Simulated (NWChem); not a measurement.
Polarisability of hydrogen selenide (H$_{2}$Se)

```
Se
H 1 1.4692
H 1 1.4692 2 91.26
```
Charge 0, spin multiplicity 1.

All runs are NWChem calculations. All single points use one geometry, from PBE0/def2-SVP, a minimum by its harmonic frequencies.

Basis set: def2-SVPD. The field's frequency is 0.0773 Ha (589 nm).

| method | isotropic polarisability (bohr³) | difference from CCSD linear response |
|---|---|---|
| CCSD linear response | 32.31 | 0.00 |
| PBE | 33.74 | +1.43 |
| LDA (SVWN5) | 33.95 | +1.64 |
| HF | 31.32 | -0.98 |
| B3LYP | 32.98 | +0.67 |

The values span 2.62 bohr³, from HF (lowest) to LDA (SVWN5) (highest). 

The Hamiltonian is non-relativistic. The correlated methods keep 9 core orbitals frozen. B3LYP has NWChem's definition, with VWN1-RPA local correlation. Coupled-cluster values serve here as a point of comparison, not as the truth.
